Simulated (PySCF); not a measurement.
**How methods differ on the excitation energy of Sb²⁺**

Sb²⁺ [Kr] 4d10 5s2 5p1 (2P) → Sb²⁺ [Kr] 4d10 5s1 5p2 (4P), as a difference of total energies. All numbers are calculated (PySCF 2.14, a scalar-relativistic core potential, in def2-TZVPPD with the def2 core potential (28 electrons) (7s5p4d2f, 56 functions)). Correlated levels: valence: 4s2 4p6 4d10 frozen. The calculations carry no spin-orbit coupling.

```json
{"method": "UHF", "excitation energy (cm⁻¹)": "44941"}
{"method": "MP2 (valence)", "excitation energy (cm⁻¹)": "50841"}
{"method": "SCS-MP2 (valence)", "excitation energy (cm⁻¹)": "53010"}
{"method": "CCSD (valence)", "excitation energy (cm⁻¹)": "52778"}
{"method": "CCSD(T) (valence)", "excitation energy (cm⁻¹)": "52900"}
```
